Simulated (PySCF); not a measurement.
**Working out the ionisation energy of Cr¹²⁺**

Cr¹²⁺ [Ne] 3s2 (1S) → Cr¹³⁺ [Ne] 3s1 (2S). Calculation: PySCF 2.14, in an uncontracted even-tempered set (18 s from 0.81 bohr⁻², ratio 2.5; 11 p from 1.1 bohr⁻², ratio 2.5; 5 d from 4.4 bohr⁻², ratio 2.7; 4 f from 6.6 bohr⁻², ratio 2.7); scalar relativity by spin-free X2C-1e. Frozen: 1s2; the 19 highest virtual orbitals dropped. Energies in hartree (1 hartree = 27.21139 eV):

| part | Cr¹²⁺ (lower) | Cr¹³⁺ (upper) |
| --- | --- | --- |
| UHF | -990.352788 | -977.433899 |
| MP2 opposite-spin | -0.297128 | -0.227224 |
| MP2 same-spin | -0.091962 | -0.083148 |

Problem. What does Hartree-Fock give?

Solution. (-977.433899) − (-990.352788) = 12.918889 hartree = 351.541 eV.

Problem. What do MP2 and SCS-MP2 (6/5 opposite-spin, 1/3 same-spin) give?

Solution. The opposite-spin parts differ by 1.902 eV and the same-spin parts by 0.240 eV. MP2: 351.541 + (1.902) + (0.240) = 353.683 eV. SCS-MP2: 351.541 + 1.2 × (1.902) + (0.240)/3 = 353.903 eV.

A first-order spin-orbit estimate adds 0.000 eV to MP2 (outer shells), giving 353.683 eV against 354.7 ± 0.3 eV (semi-empirical (NIST evaluation); NIST Atomic Spectra Database, ionization energies).

What remains against the reference includes basis incompleteness, the frozen core and correlation beyond second order.
